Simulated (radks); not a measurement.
Valence configurations of Ge2+ (all share [Ar]). Calculated with a radial shooting solver on a logarithmic mesh with Libxc functionals: Dirac Kohn-Sham, LDA (Slater exchange, Perdew-Wang correlation), spin-unpolarised, spherical densities, point nucleus; open shells are shared between the two j in proportion to 2j + 1. Energies are relative to 3d10 4s2; eigenvalues in eV.

\begin{tabular}{lrrrrrr}
valence & E (eV) & e(3d3/2) & e(3d5/2) & e(4p1/2) & e(4p3/2) & e(4s1/2) \\ \hline
3d10 4s2 & 0.000 & -49.894 & -49.304 & - & - & -29.628 \\
3d10 4s1.5 4p0.5 & 4.771 & -50.720 & -50.130 & -20.759 & -20.435 & -30.117 \\
3d10 4s1 4p1 & 9.575 & -51.532 & -50.941 & -21.166 & -20.837 & -30.590 \\
3d10 4s0.5 4p1.5 & 14.414 & -52.329 & -51.737 & -21.556 & -21.222 & -31.048 \\
3d9.5 4s2 4p0.5 & 15.714 & -55.227 & -54.618 & -21.621 & -21.274 & -31.302 \\
3d10 4p2 & 19.289 & -53.110 & -52.518 & -21.932 & -21.592 & - \\
3d9 4s2 4p1 & 33.506 & -60.708 & -60.079 & -22.856 & -22.479 & -32.923 \\
3d9 4s1.5 4p1.5 & 38.682 & -61.474 & -60.844 & -23.223 & -22.839 & -33.354 \\
3d9 4s0.5 4p2.5 & 49.137 & -62.967 & -62.336 & -23.923 & -23.528 & -34.183 \\
3d8.5 4s2 4p1.5 & 53.469 & -66.327 & -65.678 & -24.054 & -23.645 & -34.501 \\
\end{tabular}

NIST lists [Ar] 3d10 4s2 as the ground configuration; this level of theory agrees among the configurations tried. The energies are those of spherical spin-averaged densities, not of single terms.
